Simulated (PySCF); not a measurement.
C$_{2}$H$_{7}$FOSi (SMILES CC[SiH](O)F), singlet, geometry from GFN2-xTB. Base run: PySCF with PBE/6-31G.

The PySCF input:
```python
from pyscf import gto, scf, dft, solvent

mol = gto.Mole()
mol.atom = '''
    Si   -0.441283    0.368420    0.255305
    O    -1.317410   -0.971848    0.494731
    F    -1.370503    1.189173   -0.762209
    C     1.229558    0.040050   -0.580080
    C     2.164781   -0.848918    0.237965
    H    -0.355021    1.176106    1.460182
    H    -0.965622   -1.746508    0.920451
    H     1.065063   -0.425537   -1.555037
    H     1.733683    0.986706   -0.778020
    H     2.367806   -0.404205    1.209809
    H     3.114268   -0.987031   -0.276102
    H     1.725562   -1.831984    0.399168
'''
mol.basis = '6-31g'
mol.charge = 0
mol.spin = 0
mol.verbose = 4
mol.build()

mf = dft.RKS(mol)
mf.xc = 'pbe'
mf.kernel()
mf.analyze()
```

Each row names what was changed in the base input (with any setting that the change needs).

```csv
change,ΔE vs base (kcal/mol),dipole (D),HOMO-LUMO gap (eV)
base,0.000,4.09,6.73
model = IEF-PCM; solvent = n-hexane; vdw_scale = 1.4,-1.93,4.30,6.80
model = COSMO; solvent = n-hexane,-3.08,4.36,6.84
model = IEF-PCM; solvent = toluene,(withheld),(withheld),6.85
model = IEF-PCM; solvent = water,-8.85,4.88,6.97
model = IEF-PCM; solvent = n-hexane; r_probe = 0.5,(withheld),(withheld),(withheld)
model = IEF-PCM; solvent = n-hexane,-3.05,4.37,6.83
model = IEF-PCM; solvent = n-hexane; lebedev_order = 11,-2.98,4.36,6.82
model = ddCOSMO; solvent = n-hexane,-3.12,4.39,6.85
model = IEF-PCM; solvent = 2-propanol,-8.26,4.83,6.96
model = SS(V)PE; solvent = n-hexane,-3.02,4.37,6.82
model = C-PCM; solvent = n-hexane,(withheld),(withheld),(withheld)
```

Problem. Fill in the missing entries.

Solution. 
- model = IEF-PCM; solvent = toluene, ΔE vs base (kcal/mol): -4.00
- model = IEF-PCM; solvent = toluene, dipole (D): 4.46
- model = IEF-PCM; solvent = n-hexane; r_probe = 0.5, ΔE vs base (kcal/mol): -1.45
- model = IEF-PCM; solvent = n-hexane; r_probe = 0.5, dipole (D): 4.27
- model = IEF-PCM; solvent = n-hexane; r_probe = 0.5, HOMO-LUMO gap (eV): 6.79
- model = C-PCM; solvent = n-hexane, ΔE vs base (kcal/mol): -3.95
- model = C-PCM; solvent = n-hexane, dipole (D): 4.44
- model = C-PCM; solvent = n-hexane, HOMO-LUMO gap (eV): 6.86

The base is the gas phase, so ΔE is the electrostatic part of solvation at a fixed geometry, without cavity and dispersion terms.
